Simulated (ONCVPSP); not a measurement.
## Transferability test, ONCV potential for Ta (Z = 73)

```json
{
  "Element": "tantalum (Ta)",
  "Generator": "ONCVPSP 4.0.1",
  "Type": "optimised norm-conserving Vanderbilt (ONCV)",
  "Functional": "PBEsol",
  "Relativity": "fully relativistic",
  "Frozen core": "[Kr] 4d10 4f14",
  "Valence charge": "13",
  "Reference configuration": "5s2 5p6 5d3 6s1.5 6p0.5",
  "Partial waves": "5s+6s: rc 1.65 bohr, ncon 4, nbas 7, qcut 6.1 1/bohr, 2 projectors; 5p+6p: rc 1.70 bohr, ncon 4, nbas 8, qcut 8.3 1/bohr, 2 projectors; 5d: rc 1.95 bohr, ncon 4, nbas 8, qcut 5 1/bohr, 2 projectors, debl 1.5 Ha",
  "Local potential": "polynomial inside 1.65 bohr (lpopt 3, dvloc0 2 Ha)",
  "Core correction": "polynomial model core, fcfact 0.35"
}
```

Open shells are filled in proportion to 2j + 1.

Energies are relative to the spin-unpolarised reference configuration 5s2 5p6 5d3 6s1.5 6p0.5; without spin polarisation the order of configurations can differ from experiment.

```json
{"valence configuration": "5s2 5p6 5d3 6s1 6p0", "charge": "+1", "ΔE all-electron (eV)": "6.443", "error AE − PS (meV)": "-0.4"}
{"valence configuration": "5s2 5p6 5d3 6s0 6p0", "charge": "+2", "ΔE all-electron (eV)": "21.422", "error AE − PS (meV)": "-5.6"}
{"valence configuration": "5s2 5p6 5d2 6s2 6p0", "charge": "+1", "ΔE all-electron (eV)": "5.661", "error AE − PS (meV)": "-7.8"}
```

Question: What are ΔE and the potential's error for 5s2 5p6 5d3 6s2 6p0?

Answer: ΔE = -2.066 eV all-electron; the error (AE − PS) is -0.2 meV.
